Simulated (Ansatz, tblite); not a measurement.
Isomers of Cd₂F₂⁺ (doublet), found by a short tight-binding search and relaxed with r2SCAN-D4/def2-TZVP in Ansatz.

In the def2 sets Cd takes a core potential; there is no spin–orbit coupling. The xTB rows come from tblite.

Run but left out: HF/def2-SVP, MP2/def2-SVP, CCSD/def2-SVP, CCSD(T)/def2-SVP (flagged by the program: other roots).

Other spin states were run for one of them alone.

A:

```xyz
4

Cd    0.970   -0.447    0.132
Cd   -2.817    1.292   -0.381
F    -0.849    0.368   -0.110
F     2.696   -1.212    0.360
```

B:

```xyz
4

Cd    0.250   -1.041   -1.252
Cd   -0.252    1.041    1.252
F     0.147    1.052   -0.845
F    -0.145   -1.052    0.845
```

**Question.** Estimate their order by electronic energy at PBE0-D4/def2-TZVP, counted from the lowest.

**Answer.** A (0.0) < B (31.7), in kJ/mol.

**Question.** Do the other levels pick the same lowest one?

**Answer.** Not GFN2-xTB. Energies above each level's lowest (kJ/mol):

| level | A | B |
| --- | --- | --- |
| GFN1-xTB | 0.0 | 2.5 |
| GFN2-xTB | 23.0 | 0.0 |
| PBE-D4/def2-TZVP | 0.0 | 17.4 |
| r2SCAN-D4/def2-TZVP | 0.0 | 19.3 |
| B97M-V/def2-TZVP | 0.0 | 3.7 |
| PBE0-D4/def2-TZVP | 0.0 | 31.7 |
| BHLYP-D4/def2-TZVP | 0.0 | 41.8 |
Point groups (tolerance 0.1 Å): A C∞v, B D2h. Lower isomers may exist.
